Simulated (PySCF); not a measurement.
## Static response to an electric field

Compound: C2H4F2Si.
Geometry (GFN2-xTB, Å), atoms numbered from 1 in this order:
```
atom  x, y, z in Å
F1     2.7465   -0.0331    0.3708
C2     1.4511   -0.3744    0.3164
C3     0.4784    0.4290   -0.0864
F4     0.7751    1.6902   -0.4779
Si5   -1.3629   -0.0078   -0.1799
H6     1.2734   -1.3876    0.6389
H7    -1.7831    0.1560   -1.5701
H8    -2.0797    0.9243    0.6884
H9    -1.4852   -1.3908    0.2747
```

Level: PBE0/def2-SVPD (PySCF), static field, nuclei fixed, core orbitals frozen in the response. The polarisability tensor in these axes (au):

```
x   66.59 -3.77  4.41
y   -3.77 51.04 -3.27
z    4.41 -3.27 44.61
```

**Question.** Diagonalise the tensor; give its mean and Δα, where Δα² is half the sum of the squared differences of the eigenvalues.

**Answer.** Principal values 42.91, 50.80 and 68.53 au; mean 54.08 au = 8.01 Å³ = 8.92 × 10⁻⁴⁰ C²·m²/J; Δα = 22.72 au (42 % of the mean).

**Question.** What is the dipole moment, and where does it point?

**Answer.** (-1.78, -1.70, 0.34) D, 2.49 D in size, pointing from the negative to the positive side. Measured along this direction, the outermost atoms are F1 and F4 at the negative end and H9 at the positive end.

**Question.** What depolarisation ratio follows for Rayleigh scattering of linearly polarised light, taking the static tensor?

**Answer.** ρ = 3Δα²/(45ᾱ² + 4Δα²) = 1548.7/(131607 + 2065.0) = 0.0116.

**Question.** What would n − 1 = 2πNα be for an ideal gas of these molecules at 400 K and 1 atm, electronic part alone?

**Answer.** N = p/kT = 1.8347 × 10¹⁹ cm⁻³, so n − 1 = 2π × N × 8.01 × 10⁻²⁴ cm³ = 924 × 10⁻⁶ at long wavelengths.

**Question.** Find the Langevin capture rate constant for NO+ (29.998 u) meeting this molecule (94.005 u), k = 2.342 × 10⁻⁹ cm³/s × √(α in Å³ / reduced mass in u).

**Answer.** The reduced mass is 22.74 u, so k = 1.39 × 10⁻⁹ cm³/s. The formula leaves out the permanent dipole, which adds to the capture rate.

Geometry: GFN2-xTB; no solvent, vibrations or thermal averaging.
